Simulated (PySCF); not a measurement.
Species: C7H11F.
Numbering: `[CH3:1][C@@H:2]1[CH:3]=[CH:4][CH2:5][CH2:6][C@H:7]1[F:8]`

NICS = −σ at a ghost point: NICS(0) at the centroid of the ring atoms, NICS(1) 1 Å to either side along the normal of their mean plane, zz for the tensor component along that normal. Level: GIAO PBE0/pcSseg-1 (PySCF, non-relativistic, gas phase) on the GFN2-xTB geometry, one conformer.

Ring bond lengths (Å), with Mayer bond orders in brackets: C2–C3 1.502 (0.98), C3–C4 1.322 (1.94), C4–C5 1.498 (1.03), C5–C6 1.526 (1.04), C6–C7 1.522 (1.03), C7–C2 1.529 (0.98).

Question: What do the NICS probes read (ppm)?

Answer: 
```csv
ring,type,NICS(0),"NICS(1), two faces","NICS(1)zz, two faces",rms pucker (Å),"centre to ring atoms, mean (Å)"
C2–C3–C4–C5–C6–C7,"6-membered carbocycle; formal bonds 1 double, 5 single",-2.0,-2.0 / -3.5,2.5 / 1.0,0.21,1.45
```

Question: What do they say, and how far can they be read as aromaticity?

Answer: 
- C2–C3–C4–C5–C6–C7: mean NICS(1)zz 1.8 ppm, near zero. C2, C5, C6, C7 have four or more neighbours, so the value isn't read as a sign of a π ring current.

Question: At the first NICS(1) probe listed for ring C2–C3–C4–C5–C6–C7, 1 Å off the ring, what do the in-plane components average?

Answer: The isotropic value is a third of the trace: (3 × -2.0 − (2.5))/2 = -4.2 ppm.
